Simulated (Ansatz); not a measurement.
```xyz
4

B     0.0320    0.0307    0.1005
H     1.1998    0.0806    0.0324
H    -0.6147    0.9734   -0.1062
H    -0.6807   -0.9570    0.0208
```

Basis set: STO-3G (spherical functions). Left uncorrelated: 1 orbital. Charge 0, multiplicity 1.

Computed with Ansatz (development build ahead of 0.2.0); each method stands on the lowest determinant of its kind that the runs found. Restricted open shells among the atoms or ions are ROHF, correlated in semicanonical orbitals with singles.

The atomization energy at this shape (free ground-state atoms in the same class of orbitals less the molecule, no zero-point energy) of singlet BH3:

```
 method  atomization energy
RHF-MP2       1391.7 kJ/mol
```

Question: What does RHF give?

Answer: 1345.5 kJ/mol. Caution: the shape is not the minimum.

This basis has no polarisation functions and is too small for such energies, which can lie far from measured ones in either direction.
